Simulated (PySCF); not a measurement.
A calculated (UHF, PySCF 2.14, aug-cc-pVTZ-DK, the spin-free X2C one-electron Hamiltonian (Gaussian nucleus)) atom or ion has these occupied shells.

```csv
shell,electrons,orbital energy (eV),"rms radius, mean of both spins (bohr)"
1s α,1,-979.06,0.182
1s β,1,-972.84,0.182
2s α,1,-126.95,0.870
2s β,1,-107.07,0.870
2p α,3,-98.433,0.827
```

(1) Name the element and its charge.

## Answers

(1) Ne³⁺ (neon, charge +3), in [He] 2s2 2p3, high-spin 4S determinant.
